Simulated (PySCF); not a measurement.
The numbers are results of ωB97X-D3(BJ)/def2-TZVP // PBE0-D3(BJ)/def2-TZVP (PySCF 2.14.0), not measurements. Isolated molecules, 0 K electronic values unless said otherwise. Excitations are Tamm–Dancoff values on a coarser integration grid. The basis has no diffuse functions, so Rydberg states are missing or too high.

Reference species (SMILES): `C=C=CF` (neutral, multiplicity 1).

```
Property               Result
-------------------  --------
T1 excitation (TDA)   4.59 eV
HOMO–LUMO gap        11.49 eV
```

Changed species: `CC#CF`.

**Question.** What does the change do to the T1 excitation (TDA) and HOMO–LUMO gap?

**Answer.** the T1 excitation (TDA) rises by 1.64 eV, to 6.23 eV; the HOMO–LUMO gap rises by 1.75 eV, to 13.24 eV.
